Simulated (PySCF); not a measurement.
All numbers come from PySCF, PBE0, basis Fe def2-SVP, S def2-SVP, Cl def2-SVP (no relativity, density fitting). Open shells, if any, are unrestricted.

Q: What spin state, shape and geometry does isolated FeSCl take (every ligand bound to Fe)?

A: Formally Fe is in oxidation state +3, d5, with 5 unpaired electrons (the high-spin count). The Mulliken spin on Fe is 4.01. The polar-tensor charge on Fe, 1.11, is far below the formal one. The lowest minimum found is a sextet of C∞v symmetry with Fe–Cl 2.165 Å, Fe–S 2.044 Å; Cl–Fe–S 180.0°. Its harmonic wavenumbers are 38 (π), 372 (σ+), 564 (σ+) cm⁻¹ and its dipole moment is 0.27 D.

Only a few start shapes were tried, so a lower isomer may exist. With open d or f shells other occupations or spin states may lie lower.
